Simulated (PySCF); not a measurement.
Problem. Write Cartesian coordinates for `O=C=Nc1cccc(F)c1` as optimised with PBE0-D3(BJ)/def2-SVP.

Solution. 
```xyz
14
C7H4FNO angstrom
O      4.2940   -0.4089   -0.1933
C      3.1441   -0.5659   -0.0682
N      1.9846   -0.8407    0.0897
C      0.6915   -0.3550    0.0481
C      0.4182    0.9738   -0.3075
C     -0.8989    1.4197   -0.3368
C     -1.9543    0.5666   -0.0189
C     -1.6587   -0.7459    0.3302
F     -2.6514   -1.5762    0.6381
C     -0.3564   -1.2237    0.3702
H      1.2407    1.6464   -0.5574
H     -1.1088    2.4552   -0.6137
H     -2.9934    0.8986   -0.0370
H     -0.1562   -2.2584    0.6479
```

Any rigid rotation of these coordinates is as good. Atoms count from 1 in this order. Of the pairs four or more bonds apart, C2···H11 is among the closest relative to their van der Waals radii: 2.96 Å, 102 % of the sum of Bondi's values. The 2 C–N bonds span 1.202 Å (C2=N3, drawn double) to 1.382 Å (N3–C4, drawn single), a spread of 0.180 Å. The 6-membered ring C4–C5–C6–C7–C8–C10 has internal angles of 118.3° to 122.1° (sum 720°, against 720° for a flat polygon); it is planar, 0.00 Å rms from its mean plane, widest ring torsion 0°. The 10 heavy atoms lie in one plane (0.002 Å rms).

Bonds between heavy atoms (Å): O1=C2 1.167, C2=N3 1.202, N3–C4 1.382, C4–C5 1.402, C5–C6 1.391, C6–C7 1.394, C7–C8 1.390, C8–F9 1.330, C8–C10 1.388, C4–C10 1.399.

Computed with PBE0-D3(BJ)/def2-SVP geometry optimisation, gas phase (PySCF).

Point group: Cs (tolerance 0.08 Å). Not checked by PBE0-D3(BJ)/def2-SVP frequencies. One conformer, not necessarily the lowest (C2–N3–C4–C5 0°).

On one thread of an Arm Neoverse V1, no GPU, shared host with 32 logical CPUs at a one-minute load of 17, this took 2.1 min wall and 0.64 GiB of memory at its peak. That covers the optimisation of the geometry.
